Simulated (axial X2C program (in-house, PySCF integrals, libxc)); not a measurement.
Values are calculated unless marked as measured or tabulated.
LiSe: input and output

Program: an axial X2C code built on PySCF integrals.

Input file and command:
```json
{"zs": [34, 3], "q": 0, "bas": ["dyall-cv3z", "dyall-cv3z"], "levels": ["PBE0", "HF", "PBE"], "cc": true, "r0": 2.31, "thr": -2.0, "nmax": 90, "npts": 10, "nst": 2, "ntry": 6}
```
```bash
python so2c.py task.json out
```

Keys: zs atomic numbers; q charge; bas basis sets; levels methods; cc coupled cluster on or off; r0 starting distance in Å; thr threshold in hartree for freezing inner shells (an s shell follows its p shell); nmax most natural virtual spinors; npts points on the curve; nst determinants followed; ntry starts of the search. HF also brings MP2.

Output of the PBE step, scalar-relativistic, at R = 2.276 Å for the state M_S = 1/2, Λ = 1. It starts from PBE0 orbitals of this distance.

```
spin-free X2C-1e  PBE
basis functions 143  fitting functions 775  grid points 5082
iter        total energy     max residual
   1      -2437.132919436     8.15e-02
   2      -2437.134937834     6.68e-03
   3      -2437.134977081     1.56e-02
   4      -2437.135274813     9.41e-04
   5      -2437.135275078     4.29e-04
   6      -2437.135276252     1.15e-04
   7      -2437.135276261     2.40e-05
   8      -2437.135276262     5.41e-06
converged
one-electron -3439.35187319  Coulomb 1068.67579380  exact exchange 0.00000000  xc functional -90.17452003  nuclear repulsion 23.71532316
```
Energies are in hartree; totals compare only within one Hamiltonian and basis.
